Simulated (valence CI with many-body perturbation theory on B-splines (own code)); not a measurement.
The numbers below are computed, except where a source is named.
**A CI+MBPT run for Sb XXI**

Level of theory: valence CI with perturbative core correlation (CI+MBPT): three valence electrons over a frozen Dirac-Fock core [Ar] 3d10, radial functions for each j: 6 s, 6 p, 5 d, 3 f, 1 g, with the one-electron correlation potential Σ1 (screened to all orders), the two-electron term Σ2, the three-electron term Σ3, Breit, model QED; selected single and double excitations, second order for the rest, scaled by the run's own slope (own B-spline code, finite nucleus).

Command, and the settings that its task file holds:

```sh
python run_cv.py task.json out
```

```
atom Sb  Z=51  mass_number=121  rms_radius_fm=4.6802
core [Ar] 3d10
valence 4s2 4p1
avg = 1
basis = S
breit = 1
cap = 10000
capref = 1200
cscale = 1
de = 0.0
dress = 0
eps = 2e-08
extrap = 1
h = 0.27
hh = 1
l2 = 3
lcore = 6
maxit = 60
n2 = 7
natural = 1
nlev = 20
nno = [3, 3, 3, 2, 1]
nroot = 26
nsp = [3, 3, 2, 1, 0]
pt2 = 1
qed = 1
rmax = 3.06
rpa = 1
s1 = 1
s2 = 1
s3 = 1
screen = 1
tol = 2e-05
whole = 1
```

It took 21 s on 1 thread of Arm Neoverse V2, on a shared host.

Log. The first blocks belong to the next ion, which gives the ionisation energy. Fields: 2J, parity (1 odd), roots, reference size, generating configurations, candidates as configurations/state functions, variational space P, stored matrix elements, Davidson steps; e2 is the range of second-order energies in hartree. The first line gives the box (bohr), its intervals, the orbitals and the steps of their self-consistent field. Window is the range of levels sought, series limit the energy at which the first omitted orbital would enter, core excitation an estimate of the first excitation out of the core, left out the lowest levels not solved, and shifts from estimates the range by which levels moved from their first estimate, all in cm⁻¹.

```
rmax 3.1 intervals 57 orbitals 36 references ['4s2 4p', '4s 4p2', '4s2 4d', '4p3', '4s 4p 4d'] scf 4 t 0.8
2J=0 par=0 roots 2 ref 15 generators 4 cand 90/90 P 105/105 nnz 0 it 0
2J=0 par=0 roots 2 ref 15 generators 7 cand 2/2 P 107/107 nnz 0 it 0
   second order: generators 11 cand 0/0 e2 -0.00000 -0.00000
reference levels 195, estimated 52, window 1084966 1/cm; series limit 1867062, core excitation 4061938
2J=1 par=1 roots 4 ref 19 generators 10 cand 50/73 P 970/1419 nnz 0 it 3
2J=1 par=1 roots 4 ref 19 generators 15 cand 163/266 P 1133/1685 nnz 0 it 4
   second order: generators 21 cand 532/808 e2 -0.00000 -0.00000
2J=3 par=1 roots 7 ref 31 generators 16 cand 42/69 P 1121/2250 nnz 0 it 3
2J=3 par=1 roots 7 ref 31 generators 21 cand 180/447 P 1301/2697 nnz 1.2e+06 it 4
   second order: generators 29 cand 1023/2251 e2 -0.00001 -0.00000
2J=1 par=0 roots 4 ref 13 generators 11 cand 146/219 P 895/1312 nnz 0 it 4
2J=1 par=0 roots 4 ref 13 generators 16 cand 190/283 P 1085/1595 nnz 0 it 4
   second order: generators 20 cand 633/976 e2 -0.00000 -0.00000
2J=3 par=0 roots 5 ref 20 generators 13 cand 108/207 P 1078/2179 nnz 0 it 4
2J=3 par=0 roots 5 ref 20 generators 20 cand 176/348 P 1254/2527 nnz 1e+06 it 4
   second order: generators 29 cand 1079/2412 e2 -0.00001 -0.00000
2J=5 par=0 roots 4 ref 22 generators 14 cand 123/297 P 1076/2293 nnz 0 it 4
2J=5 par=0 roots 4 ref 22 generators 17 cand 174/405 P 1250/2698 nnz 1.1e+06 it 4
   second order: generators 23 cand 801/2176 e2 -0.00001 -0.00000
2J=5 par=1 roots 5 ref 29 generators 10 cand 78/185 P 1213/2701 nnz 1.1e+06 it 3
2J=5 par=1 roots 5 ref 29 generators 18 cand 129/346 P 1342/3047 nnz 1.5e+06 it 5
   second order: generators 29 cand 1077/2749 e2 -0.00000 -0.00000
2J=7 par=1 roots 2 ref 22 generators 4 cand 24/70 P 1006/2215 nnz 0 it 3
2J=7 par=1 roots 2 ref 22 generators 15 cand 144/367 P 1150/2582 nnz 1.1e+06 it 3
   second order: generators 17 cand 535/1432 e2 -0.00000 -0.00000
2J=9 par=1 roots 1 ref 11 generators 2 cand 147/285 P 446/835 nnz 0 it 0
2J=9 par=1 roots 1 ref 11 generators 4 cand 209/506 P 655/1341 nnz 0 it 4
   second order: generators 9 cand 843/1948 e2 -0.00000 -0.00000
left out: unestimated 1584723, estimated 1165277, shifts from estimates -2 to 0
operators 1.7
```

The Davidson iterations converged.

No measured levels were compared; by estimate levels hold to about 250 cm⁻¹ or 0.2 % of their energy and the worst to 1 %, as in measured heavy ions of charge 2 to 7; those with d or f electrons hold less well.

```
Valence energy                            : -71.24696 hartree
Ionisation energy                         : 585.5 eV (NIST: 584 ± 4 eV (theoretical))
Reference configurations for the orbitals : 4s2 4p, 4s 4p2, 4s2 4d, 4p3, 4s 4p 4d
Radial orbitals                           : 36
Box radius                                : 3.06 bohr
Largest variational space                 : 3047
Lowest levels                             : (4s^2 4p1/2) J=1/2 0.00, (4s^2 4p3/2) J=3/2 12.35, (4s 4p1/2^2) J=1/2 42.91, (4s 4p1/2 4p3/2) J=3/2 [a] 50.57, (4s 4p1/2 4p3/2) J=5/2 54.21, (4s 4p1/2 4p3/2) J=3/2 [b] 60.78, (4s 4p1/2 4p3/2) J=1/2 64.91, (4s 4p3/2^2) J=5/2 66.52, (4s 4p3/2^2) J=1/2 77.23, (4s 4p3/2^2) J=3/2 78.22, (4s^2 4d3/2) J=3/2 93.53, (4s^2 4d5/2) J=5/2 95.70, (4p1/2^2 4p3/2) J=3/2 107.30, (4p1/2 4p3/2^2) J=3/2 116.13 eV
```

Levels are named by their leading jj configuration (3d3/2^4 stands for four electrons in 3d with j = 3/2), which in mixed levels can hold well under half, so a name can repeat and another be missing. Letters in brackets count levels of one name in rising energy.
